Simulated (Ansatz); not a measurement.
CH3InS (`[CH2]1[S][InH]1`) from Hartree–Fock to CCSD(T)

```xyz
6

C     0.393   -0.701   -0.427
S     1.514    0.464    0.489
In   -0.859    0.760    0.413
H     0.352   -1.704   -0.014
H     0.525   -0.698   -1.505
H    -1.923    1.880    1.045
```

Total charge 0; spin multiplicity 1. Correlated methods include outer-core shells of In, which these sets cover unevenly. In takes the def2 core potential. All single points use the PBE0-D4/def2-TZVP geometry. Frozen core, restricted reference, Ansatz.

```
     basis     HF (Eh)  MP2 corr.
  def2-SVP  -626.14237   -0.35707
def2-TZVPP  -626.33777   -0.63757
def2-QZVPP  -626.35221   -0.85228
```

**Question.** Estimate the CCSD correlation energy and the (T) correction in each basis where they were run (hartree).

**Answer.** 
| basis | CCSD corr. | (T) |
| --- | --- | --- |
| def2-SVP | -0.39037 | -0.01549 |
| def2-TZVPP | -0.65475 | -0.02898 |
